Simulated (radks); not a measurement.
The numbers below are computed, except where a source is named.
Q: These are the eigenvalues of the occupied orbitals of an atom or ion with whole-number occupations (hartree). Code: a radial shooting solver on a logarithmic mesh with Libxc functionals. Model: scalar-relativistic Kohn-Sham, BLYP, spin-polarised, spherical densities, finite nucleus; Fermi nuclear charge, rms radius of each element as measured or else 0.836 A^(1/3) + 0.57 fm.

orbital  eigenvalue
1s down   -2351.180
1s up     -2351.180
2s up     -423.2315
2s down   -423.2304
2p up     -375.6972
2p down   -375.6964
3s up     -117.5801
3s down   -117.5427
3p up     -103.3053
3p down   -103.2680
3d up     -86.17473
3d down   -86.14628
4s up     -43.69895
4s down   -43.63675
4p up     -38.71869
4p down   -38.65882
4d up     -32.30686
4d down   -32.24775
4f up     -25.35137

Which element is it, and in what charge state? The configuration may be excited. Open shells, if any, are filled with parallel spins first.

A: Z = 71, lutetium, charge +24: Lu24+ in [Kr] 4d10 4f1. The list shows which subshells hold electrons but not how many an open one holds; the 1s level, -2351.2 hartree, gives Z - s = 68.6 by -(Z - s)^2/2, which with screening and relativity narrows Z to a few neighbours, and the depths of the outer levels then fix element, charge and occupations together.
